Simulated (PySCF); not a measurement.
Coordinates in bohr (charge 0 multiplicity 3):
```
Au    0.5429    0.0000   -0.1715
S    -3.4598    0.0000    1.0760
H     3.5631    0.0000    0.1457
```

All numbers come from UPBE0 in PySCF with Au def2-TZVP with ECP60, S def2-TZVP, H def2-TZVP; scalar-relativistic core potentials, no spin–orbit coupling; density-fitted integrals.

This geometry of HAuS is a stationary point at this level.

Task: What is the point group?

Result: Cs.

Task: Is it a minimum?

Result: Yes: all harmonic wavenumbers are real.

Task: What are the dipole moment and the gap between the highest occupied and lowest empty levels of either spin?

Result: 1.35 D and 3.05 eV.

Task: Give the ideal-gas entropy at 298.15 K and 1 bar by parts.

Result: translation 176.7, rotation 85.7, vibration 9.6, spin 9.1; total 281.1 J/(mol K).

Task: What is the atomisation energy, with and without zero-point energy?

Result: 444 kJ/mol without, 427 kJ/mol with.

Other isomers or separated fragments may lie lower. With open d or f shells other occupations or spin states may lie lower. Spin–orbit coupling, left out here, can matter for elements this heavy.
